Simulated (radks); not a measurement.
All-electron atom: Ge IV in [Ne] 3s2 3p5.75 3d10 4s1.25 (fractional occupations, a model configuration).

Method: scalar-relativistic Kohn-Sham, r2SCAN, spin-unpolarised, spherical densities, finite nucleus; meta-GGA in the generalised Kohn-Sham scheme; Fermi nuclear charge, rms radius 4.0742 fm; computed with a radial shooting solver on a logarithmic mesh with Libxc functionals.

Energy parts (eV):
total: -57035.028
kinetic: 58071.808
electron-nucleus: -136410.352
Hartree: 23446.904
exchange-correlation: -2143.387

Orbitals (lengths in bohr, moments of r in powers of bohr; r(90%) holds 90 % of the orbital's charge):
orbital  occ.  eigenvalue (eV)      <r>     <r^2>  r(90%)
1s          2        -11031.14  0.04701  0.002975  0.0840
2s          2        -1421.633   0.2097   0.05190   0.324
2p          6        -1245.145   0.1837   0.04133   0.300
3s          2        -210.4485   0.6219    0.4457   0.929
3p       5.75        -155.7169   0.6440    0.4871   0.988
3d         10         -66.4262   0.7151    0.6451    1.20
4s       1.25         -41.1413    1.836     3.808    2.68

The highest occupied level is 4s at -41.141 eV. The density falls to 0.001 e/bohr^3 at r = 3.10 bohr.
